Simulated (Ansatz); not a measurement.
`CB[SiH2][SiH2][AlH2]` → `CB[SiH2][AlH2]` + `[SiH2]` at 500 K and 1 bar (silylene formation by 1,1-elimination).

Isolated molecules relaxed with PBE0-D4/def2-TZVP in Ansatz; ΔE leaves out vibrations. CCSD(T)/CBS adds triple-zeta CCSD(T) − MP2 to the extrapolated MP2 energy (def2 sets, frozen cores). This one scheme is used for every species. One conformer a species, not always the lowest.

```tsv
species	CCSD(T)/CBS energy (Eh)	H − E (kJ/mol)	S (J/(mol·K))
`CB[SiH2][SiH2][AlH2]`	-888.99512	321.7	514.6
`CB[SiH2][AlH2]`	-598.71139	261.1	457.5
`[SiH2]`	-290.19011	48.0	226.5
```

H − E and S are ideal-gas, rigid-rotor, harmonic terms from PBE0-D4/def2-TZVP, for one conformer and one mirror image of each species. 1 Eh = 2625.50 kJ/mol, R = 8.31446 J/(mol·K).

**Question.** By hand: ΔE, ΔH, ΔS and ΔG.

**Answer.** ΔE = (-598.71139) + (-290.19011) − (-888.99512) = 0.09362 Eh = 245.8 kJ/mol. Δ(H − E) = 261.1 + 48.0 − 321.7 = -12.6, so ΔH = 233.2 kJ/mol. ΔS = 457.5 + 226.5 − 514.6 = 169.4 J/(mol·K). ΔG = 233.2 − 500 × (169.4)/1000 = 148.5 kJ/mol.

**Question.** By hand: the equilibrium constant, and the temperature at which ΔG would vanish if ΔH and ΔS stayed fixed.

**Answer.** log₁₀ K = −ΔG/(RT ln 10) = -15.5. ΔG = 0 at ΔH/ΔS = 1377 K.

The number of gas molecules changes by +1, which sets the sign of ΔS. A doubt of 5 kJ/mol in ΔE shifts log₁₀ K by 0.5 here. Other conformers and mirror images would add mixing entropy, several J/(mol·K) or more a flexible species. Modes under 60 cm⁻¹, often nearly free rotors, make the harmonic entropy too high. These are equilibria of isolated gas molecules and say nothing of rates. Largest T1 diagnostic: 0.014 (customary marks: 0.02 for closed shells, 0.045 for open ones).
